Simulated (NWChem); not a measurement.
All runs are NWChem calculations. System: O2Zr, charge 0, spin multiplicity 1, at a geometry optimised with B3LYP/def2-SVP with def2 effective core potentials on Zr. The structure started from a generated list of species. Level: MP2/def2-TZVPD with def2 effective core potentials on Zr, 2 core orbitals frozen.

Output (cleaned and shortened):

```
             Northwest Computational Chemistry Package (NWChem) 7.3.0
             --------------------------------------------------------

                                NWChem Input Module
                                -------------------

 Scaling coordinates for geometry "geometry" by  1.889725989
 (inverse scale =  0.529177249)

 Turning off AUTOSYM since
 SYMMETRY directive was detected!

                             Geometry "geometry" -> ""
                             -------------------------

 Output coordinates in angstroms (scale by  1.889725989 to convert to a.u.)

  No.       Tag          Charge          X              Y              Z
 ---- ---------------- ---------- -------------- -------------- --------------
    1 Zr                  40.0000     0.00000000     0.00000000     0.29672600
    2 O                    8.0000    -1.43930600     0.00000000    -0.74181600
    3 O                    8.0000     1.43930600     0.00000000    -0.74181600

 Effective nuclear repulsion energy (a.u.)     202.5808433647

            Nuclear Dipole moment (a.u.)
            ----------------------------
        X                 Y               Z
 ---------------- ---------------- ----------------
     0.0000000000     0.0000000000    -0.0000302356

      Symmetry information
      --------------------

 Group name             C2v
 Group number             16
 Group order               4
 No. of unique centers     2

      Symmetry unique atoms

     1    2


 Summary of "ao basis" -> "" (spherical)
 ------------------------------------------------------------------------------
       Tag                 Description            Shells   Functions and Types
 ---------------- ------------------------------  ------  ---------------------
 *                         def2-tzvpd                 on all atoms

 Summary of "ao basis" -> "ao basis" (spherical)
 ------------------------------------------------------------------------------
       Tag                 Description            Shells   Functions and Types
 ---------------- ------------------------------  ------  ---------------------
 Zr                        def2-tzvpd               14       40   6s4p3d1f
 O                         def2-tzvpd               14       40   6s4p3d1f

                                 NWChem SCF Module
                                 -----------------

  ao basis        = "ao basis"
  functions       =   120
  atoms           =     3
  closed shells   =    14
  open shells     =     0
  charge          =   0.00
  wavefunction    = RHF
  use symmetry    = T
  symmetry adapt  = T

 Summary of "ao basis" -> "ao basis" (spherical)
 ------------------------------------------------------------------------------
       Tag                 Description            Shells   Functions and Types
 ---------------- ------------------------------  ------  ---------------------
 Zr                        def2-tzvpd               14       40   6s4p3d1f
 O                         def2-tzvpd               14       40   6s4p3d1f

      Symmetry analysis of basis
      --------------------------

        a1         45
        a2         17
        b1         36
        b2         22

 Forming initial guess at       0.1s

      Superposition of Atomic Density Guess
      -------------------------------------

 Sum of atomic energies:        -203.03226657

      Non-variational initial energy
      ------------------------------

 Total energy =    -195.703384
 1-e energy   =    -420.244418
 2-e energy   =     155.531166
 HOMO         =      -0.461848
 LUMO         =      -0.146186

      Symmetry analysis of molecular orbitals - initial
      -------------------------------------------------

  Numbering of irreducible representations:

     1 a1          2 a2          3 b1          4 b2

  Orbital symmetries:

     1 a1          2 b1          3 a1          4 b1          5 a1
     6 b2          7 a1          8 b1          9 a1         10 a2
    11 b1         12 b2         13 a1         14 b1         15 a1
    16 b2         17 a1         18 b1         19 a1         20 b2
    21 a2         22 b1         23 a1         24 a1

 Starting SCF solution at       0.7s

 ----------------------------------------------
[...]
              MO Center= -1.4D-14,  6.1D-16, -5.9D-01, r^2= 2.8D+00
   Bfn.  Coefficient  Atom+Function         Bfn.  Coefficient  Atom+Function
  ----- ------------  ---------------      ----- ------------  ---------------
    47      0.292805  2 O  px                87     -0.292805  3 O  px
    50      0.274782  2 O  px                90     -0.274782  3 O  px
     3     -0.251826  1 Zr s                  9      0.184900  1 Zr pz
    53      0.174964  2 O  px                93     -0.174964  3 O  px
    23      0.156753  1 Zr d  2

 Vector   14  Occ=2.000000D+00  E=-3.850563D-01  Symmetry=b1
              MO Center= -2.2D-14,  6.9D-16, -6.8D-01, r^2= 2.8D+00
   Bfn.  Coefficient  Atom+Function         Bfn.  Coefficient  Atom+Function
  ----- ------------  ---------------      ----- ------------  ---------------
    49      0.302472  2 O  pz                89     -0.302472  3 O  pz
    52      0.280867  2 O  pz                92     -0.280867  3 O  pz
    55      0.232274  2 O  pz                95     -0.232274  3 O  pz
     7      0.183225  1 Zr px

 Vector   15  Occ=0.000000D+00  E=-4.559492D-02  Symmetry=a1
              MO Center= -1.7D-13, -2.3D-14,  1.9D+00, r^2= 5.4D+00
   Bfn.  Coefficient  Atom+Function         Bfn.  Coefficient  Atom+Function
  ----- ------------  ---------------      ----- ------------  ---------------
     6      0.831535  1 Zr s                 18      0.507138  1 Zr pz
     5      0.360423  1 Zr s                 15      0.187031  1 Zr pz
     3     -0.179715  1 Zr s                 46     -0.166921  2 O  s
    86     -0.166921  3 O  s

 Vector   16  Occ=0.000000D+00  E= 9.089737D-03  Symmetry=b2
              MO Center=  2.3D-13,  1.4D-14,  1.2D+00, r^2= 9.3D+00
   Bfn.  Coefficient  Atom+Function         Bfn.  Coefficient  Atom+Function
  ----- ------------  ---------------      ----- ------------  ---------------
    17      1.065247  1 Zr py                57     -0.260237  2 O  py
    97     -0.260237  3 O  py                30      0.231630  1 Zr d -1
    14      0.208823  1 Zr py                20      0.179726  1 Zr d -1

 Vector   17  Occ=0.000000D+00  E= 3.690427D-02  Symmetry=a1
              MO Center=  1.5D-13,  1.9D-14,  6.2D-01, r^2= 7.5D+00
   Bfn.  Coefficient  Atom+Function         Bfn.  Coefficient  Atom+Function
  ----- ------------  ---------------      ----- ------------  ---------------
    18      0.968779  1 Zr pz                 6     -0.347472  1 Zr s
     5      0.336325  1 Zr s                 33      0.308292  1 Zr d  2
    58     -0.304748  2 O  pz                98     -0.304748  3 O  pz
    15     -0.241566  1 Zr pz                31      0.242137  1 Zr d  0
    23      0.186737  1 Zr d  2               3      0.185779  1 Zr s

 center of mass
 --------------
 x =   0.00000000 y =   0.00000000 z =   0.04567781

 moments of inertia (a.u.)
 ------------------
          90.877276847022           0.000000000000           0.000000000000
           0.000000000000         327.532306830957           0.000000000000
           0.000000000000           0.000000000000         236.655029983935

  Mulliken analysis of the total density
  --------------------------------------

    Atom       Charge   Shell Charges
 -----------   ------   -------------------------------------------------------
    1 Zr  12    10.16   0.03 -0.36  1.61  0.74  0.06 -0.00  5.12  0.84  0.04 -0.01  1.07  0.83  0.06  0.13
    2 O    8     8.92   0.79  1.18  0.58  0.96  0.42  0.03  1.78  2.00  1.07  0.08  0.00  0.02 -0.00  0.00
    3 O    8     8.92   0.79  1.18  0.58  0.96  0.42  0.03  1.78  2.00  1.07  0.08  0.00  0.02 -0.00  0.00

       Multipole analysis of the density wrt the origin
       ------------------------------------------------

     L   x y z        total         open         nuclear
     -   - - -        -----         ----         -------
     0   0 0 0     -0.000000      0.000000     28.000000

     1   1 0 0     -0.000000      0.000000      0.000000
     1   0 1 0     -0.000000      0.000000      0.000000
     1   0 0 1      3.721740      0.000000    -15.700494

     2   2 0 0    -34.739775      0.000000    118.365170
     2   1 1 0     -0.000000      0.000000      0.000000
     2   1 0 1      0.000000      0.000000      0.000000
     2   0 2 0    -19.383128      0.000000      0.000000
     2   0 1 1      0.000000      0.000000      0.000000
     2   0 0 2    -22.046954      0.000000     35.215020

                   NWChem MP2 Semi-direct Energy/Gradient Module
                   ---------------------------------------------

  Basis functions       =    120
  Molecular orbitals    =    120
  Frozen core           =      2
  Frozen virtuals       =      0
  Active alpha occupied =     12
  Active beta occupied  =     12
  Active alpha virtual  =    106
  Active beta virtual   =    106
  Use MO symmetry       = T
  Use skeleton AO sym   = T

  AO/Fock/Back tols     =   1.0D-09  1.0D-09  1.0D-09

 GA uses MA = F    GA memory limited = T

 Available:
  local mem=  1.26D+08
 global mem=  1.44D+08
 local disk=  0.00D+00
  mp2_memr nvloc                   106
  nvloc new                   106
   1 passes of  12:        5242880                      92950                  30856190.
   1 passes of  12: M    126141746           G      144150400           F     120898866.

 Semi-direct pass number   1 of   1  for RHF alpha+beta  at        2.0s
  vrange nnbf                  7129
  mp2_eaftype                   117  avail_ma_in_mb                  1099
 EAF : mp2_eaftype filesize         117   15428095.
  mp2_eaf for mointskh                    117
Node 0 wrote     72.5 Mb in      0.0 s     Agg I/O rate:  1481.6 Mb/s
 Done moints_semi at        4.6s
  mp2_eaftype                   117  avail_ma_in_mb                   982
 EAF : mp2_eaftype filesize         117   15428095.
  mp2_eaf for kh                   117
 Done maket at        4.8s
 Done multipass loop at        4.8s

          -------------------------------------------
          SCF energy                -196.327584243025
          Correlation energy          -0.829885545581
          Singlet pairs               -0.465869840032
          Triplet pairs               -0.364015705548
          Total MP2 energy          -197.157469788605
          -------------------------------------------

          ---------------------------------------------------
                    Spin Component Scaled (SCS) MP2
          Same spin pairs                     -0.242677137032
          Same spin scaling factor             0.333333333333
          Opposite spin pairs                 -0.587208408549
          Opposite spin scaling fact.          1.200000000000
          SCS-MP2 correlation energy          -0.785542469269
          Total SCS-MP2 energy              -197.113126712293
          ---------------------------------------------------

 -----------------------
 Performance information
 -----------------------

 Timer overhead =  9.68D-08 seconds/call

               Nr. of calls         CPU time (s)                 Wall time (s)                GFlops
             ---------------    -------------------     ------------------------------   -------------------
Name         Min   Avg   Max    Min     Avg     Max     Min     Avg     Max   Mx/calls   Min     Max     Sum
mp2: moin     1     1     1    2.6     2.6     2.6      2.6     2.6     2.6     2.6      0.0     0.0     0.0
mp2: make     1     1     1   0.21    0.21    0.21     0.21    0.21    0.21    0.21      0.0     0.0     0.0
mp2: tota     1     1     1    2.9     2.9     2.9      2.9     2.9     2.9     2.9      0.0     0.0     0.0

 The average no. of pstat calls per process was 3.00D+00
 with a timing overhead of 2.90D-07s

 Task  times  cpu:        4.8s     wall:        4.8s

 Total times  cpu:        4.8s     wall:        4.8s
```

**Question.** Write an NWChem input that would produce this output.

**Answer.** Several could match; the one computed here: 
```
start mol
memory heap 200 mb stack 900 mb global 1100 mb
geometry units angstroms nocenter noautoz
  Zr     0.000000     0.000000     0.296726
  O     -1.439306     0.000000    -0.741816
  O      1.439306     0.000000    -0.741816
  symmetry group C2v
end
basis spherical
  * library def2-tzvpd
end
ecp
  Zr library def2-ecp
end
scf
  rhf
  nopen 0
  maxiter 100
  thresh 1e-7
  semidirect memsize 60000000 filesize 0
end
mp2
  freeze core 2
end
task mp2 energy
```
